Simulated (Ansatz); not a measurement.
Consider the substitution at a C–Si bond: `NC(=O)[SiH2]F` + `N[SiH3]` → `NC(=O)N[SiH3]` + `F[SiH3]`.

Gas-phase electronic energies from Ansatz, PBE0-D4/def2-TZVP geometries. CBS: MP2 limit from def2 TZ/QZ plus the TZ coupled-cluster correction, frozen cores. This one scheme is used for every species. Functionals use def2-TZVPP. B3LYP here is the variant with VWN-RPA as its local correlation; programs differ in this. Each species was taken in one conformer, which may not be the lowest.

`NC(=O)[SiH2]F`:

```xyz
9

N    -1.063   -0.520   -1.021
C    -0.355   -0.668    0.117
O    -0.457   -1.627    0.863
Si    0.897    0.658    0.659
F     0.928    1.858   -0.411
H    -1.723   -1.234   -1.292
H    -0.945    0.289   -1.605
H     0.478    1.201    1.968
H     2.241    0.044    0.721
```

`N[SiH3]`:

```xyz
7

N     0.505    0.627    0.700
Si   -0.219   -0.450   -0.429
H     0.162    0.660    1.647
H     0.800    1.541    0.397
H    -0.295   -1.792    0.204
H    -1.598   -0.093   -0.881
H     0.645   -0.493   -1.637
```

`NC(=O)N[SiH3]`:

```xyz
11

N     1.629   -1.257   -0.547
C     0.365   -0.770   -0.359
O    -0.635   -1.372   -0.709
N     0.253    0.466    0.220
Si   -1.369    1.101    0.389
H     1.670   -2.224   -0.816
H     2.389   -0.917    0.015
H     1.082    1.000    0.420
H    -2.189    0.259    1.289
H    -2.039    1.280   -0.919
H    -1.154    2.433    1.016
```

`F[SiH3]`:

Cartesian coordinates in Å:
```
F -0.255 -0.509 -1.452
Si 0.007 0.013 0.038
H -1.065 0.974 0.390
H 1.332 0.675 0.073
H -0.018 -1.153 0.951
```

```json
{"level": "PBE-D4", "ΔE (kJ/mol)": "-18.2", "difference from CCSD(T)/CBS": "6.2"}
{"level": "r2SCAN-D4", "ΔE (kJ/mol)": "-26.0", "difference from CCSD(T)/CBS": "-1.6"}
{"level": "PBE0-D4", "ΔE (kJ/mol)": "-27.4", "difference from CCSD(T)/CBS": "-3.0"}
{"level": "B3LYP-D4", "ΔE (kJ/mol)": "-23.3", "difference from CCSD(T)/CBS": "1.1"}
{"level": "ωB97X-V", "ΔE (kJ/mol)": "-29.8", "difference from CCSD(T)/CBS": "-5.4"}
{"level": "ωB97M-V", "ΔE (kJ/mol)": "-26.2", "difference from CCSD(T)/CBS": "-1.8"}
{"level": "B2PLYP", "ΔE (kJ/mol)": "-23.7", "difference from CCSD(T)/CBS": "0.7"}
{"level": "PBE", "ΔE (kJ/mol)": "-16.8", "difference from CCSD(T)/CBS": "7.6"}
{"level": "r2SCAN", "ΔE (kJ/mol)": "-25.5", "difference from CCSD(T)/CBS": "-1.1"}
{"level": "PBE0", "ΔE (kJ/mol)": "-26.3", "difference from CCSD(T)/CBS": "-1.9"}
{"level": "B3LYP", "ΔE (kJ/mol)": "-21.2", "difference from CCSD(T)/CBS": "3.2"}
{"level": "HF/def2-TZVPP", "ΔE (kJ/mol)": "-45.1", "difference from CCSD(T)/CBS": "-20.7"}
{"level": "MP2/def2-TZVPP", "ΔE (kJ/mol)": "-28.2", "difference from CCSD(T)/CBS": "-3.8"}
{"level": "SCS-MP2/def2-TZVPP", "ΔE (kJ/mol)": "-28.9", "difference from CCSD(T)/CBS": "-4.5"}
{"level": "CCSD/def2-TZVPP", "ΔE (kJ/mol)": "-30.6", "difference from CCSD(T)/CBS": "-6.2"}
{"level": "CCSD(T)/def2-TZVPP", "ΔE (kJ/mol)": "-28.3", "difference from CCSD(T)/CBS": "-3.9"}
{"level": "HF/def2-QZVPP", "ΔE (kJ/mol)": "-45.0", "difference from CCSD(T)/CBS": "-20.6"}
{"level": "MP2/def2-QZVPP", "ΔE (kJ/mol)": "-26.0", "difference from CCSD(T)/CBS": "-1.6"}
{"level": "SCS-MP2/def2-QZVPP", "ΔE (kJ/mol)": "-26.4", "difference from CCSD(T)/CBS": "-2.0"}
{"level": "HF/CBS(def2)", "ΔE (kJ/mol)": "-45.0", "difference from CCSD(T)/CBS": "-20.6"}
{"level": "MP2/CBS(def2)", "ΔE (kJ/mol)": "-24.3", "difference from CCSD(T)/CBS": "0.1"}
{"level": "CCSD/CBS(def2)", "ΔE (kJ/mol)": "-26.7", "difference from CCSD(T)/CBS": "-2.3"}
{"level": "CCSD(T)/CBS", "ΔE (kJ/mol)": "-24.4", "difference from CCSD(T)/CBS": "0"}
```

Largest T1 diagnostic among the species: 0.015.

In def2-TZVPP, CCSD(T) changes the Hartree–Fock value by +16.8 kJ/mol (the triples alone add +2.3 kJ/mol) and MP2 by +16.9 kJ/mol. From PBE to PBE0 (25 % exact exchange), in def2-TZVPP and without D4, ΔE moves by −9.5 kJ/mol.
